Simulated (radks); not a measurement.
Trend from Zr to Cd: ionisation energy by Delta-SCF between NIST ground configurations, and size. Calculated with a radial shooting solver on a logarithmic mesh with Libxc functionals: scalar-relativistic Kohn-Sham, LDA (Slater exchange, Perdew-Wang correlation), spin-polarised, spherical densities, finite nucleus; open shells are filled with parallel spins first (spin-orbit coupling, left out, can overturn this in heavy ions); Fermi nuclear charge, rms radius of each element as measured or else 0.836 A^(1/3) + 0.57 fm.

\begin{tabular}{lrrrrrrr}
species & configuration & IE (eV) & NIST (eV) & kind & -e(HOMO) (eV) & outermost & <r> outermost (bohr) \\ \hline
Zr & [Kr] 4d2 5s2 & 6.727 & 6.634 & exp. & 4.146 (4d) & 5s & 3.79 \\
Nb & [Kr] 4d4 5s1 & 7.402 & 6.759 & exp. & 3.811 (4d) & 5s & 3.58 \\
Mo & [Kr] 4d5 5s1 & 7.716 & 7.092 & exp. & 4.670 (4d) & 5s & 3.44 \\
Tc & [Kr] 4d5 5s2 & 7.306 & 7.119 & exp. & 4.527 (5s) & 5s & 3.46 \\
Ru & [Kr] 4d7 5s1 & 8.033 & 7.361 & exp. & 4.184 (4d) & 5s & 3.26 \\
Rh & [Kr] 4d8 5s1 & 8.124 & 7.459 & exp. & 4.979 (5s) & 5s & 3.20 \\
Pd & [Kr] 4d10 & 9.237 & 8.337 & exp. & 4.309 (4d) & 4d & 1.59 \\
Ag & [Kr] 4d10 5s1 & 8.256 & 7.576 & exp. & 4.981 (5s) & 5s & 3.09 \\
Cd & [Kr] 4d10 5s2 & 9.418 & 8.994 & exp. & 5.955 (5s) & 5s & 2.87 \\
\end{tabular}

Reference values: NIST Atomic Spectra Database (exp. = measured, semi-emp. = semi-empirical, theory = theoretical value adopted there). Open shells are spherical and high-spin; term and fine-structure splittings are not resolved.
